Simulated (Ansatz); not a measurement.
Mulliken charges of Al$_{2}$H$_{4}$Se, SMILES `[AlH2][AlH][SeH]` from PBE/def2-TZVPP in Ansatz (PBE0-D4/def2-TZVP geometry).

```json
{"atom": "Al1", "x (Å)": "-1.578", "y (Å)": "0.540", "z (Å)": "-0.900", "charge (e)": "0.246"}
{"atom": "Al2", "x (Å)": "0.683", "y (Å)": "0.232", "z (Å)": "0.310", "charge (e)": "0.234"}
{"atom": "Se3", "x (Å)": "1.281", "y (Å)": "-1.943", "z (Å)": "0.899", "charge (e)": "-0.203"}
{"atom": "H4", "x (Å)": "-1.688", "y (Å)": "0.476", "z (Å)": "-2.488", "charge (e)": "-0.114"}
{"atom": "H5", "x (Å)": "-2.924", "y (Å)": "0.803", "z (Å)": "-0.091", "charge (e)": "-0.114"}
{"atom": "H6", "x (Å)": "1.737", "y (Å)": "1.353", "z (Å)": "0.714", "charge (e)": "-0.113"}
{"atom": "H7", "x (Å)": "2.551", "y (Å)": "-1.528", "z (Å)": "1.510", "charge (e)": "0.066"}
```

Task: By hand: the dipole of these point charges (1 e Å = 4.8032 D).

Result: Σ q r = (0.009, 0.182, -0.018) e Å, of length 0.183 e Å = 0.88 D.

Task: How does the dipole of the full density compare? (An estimate is asked.)

Result: Ansatz gave: (0.045, 0.137, 0.006) e Å, 0.69 D; the point charges give 1.28 times that, at 17° from its direction.

Point charges leave out the atoms' own dipoles, such as those of lone pairs, and Mulliken's split depends on the basis, so the two needn't agree.
